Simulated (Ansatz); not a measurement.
Consider the ligand exchange at the Si–O bond: `CO[Si](O)(F)F` + H–F → `O[Si](F)(F)F` + CH₃OH.

Calculated with Ansatz (gas phase, PBE0-D4/def2-TZVP geometries, no zero-point term in ΔE). CCSD(T)/CBS adds triple-zeta CCSD(T) − MP2 to the extrapolated MP2 energy (def2 sets, frozen cores). This one scheme is used for every species. Functionals use def2-TZVPP. One conformer a species, not always the lowest.

```
           level  ΔE (kcal/mol)
        BHLYP-D4           -7.7
         ωB97X-V           -8.1
CCSD(T)/def2-SVP           -7.5
  MP2/def2-TZVPP           -7.5
```

Q: What does CCSD(T)/CBS give? (Estimate.)

A: The calculation gave: -7.6 kcal/mol. The listed levels differ from it by -0.1, -0.5, 0.1, 0.1 kcal/mol.

Largest T1 diagnostic among the species: 0.011.

From BLYP to BHLYP (50 % exact exchange), in def2-TZVPP and without D4, ΔE moves by +0.8 kcal/mol. Leaving LDA and LC-ωPBE aside and taking each functional with its dispersion term where it has one, the values, not all of them listed here, spread over 2.6 kcal/mol, from B97M-V to revPBE-D4. LDA lies +1.6 kcal/mol from PBE without D4.
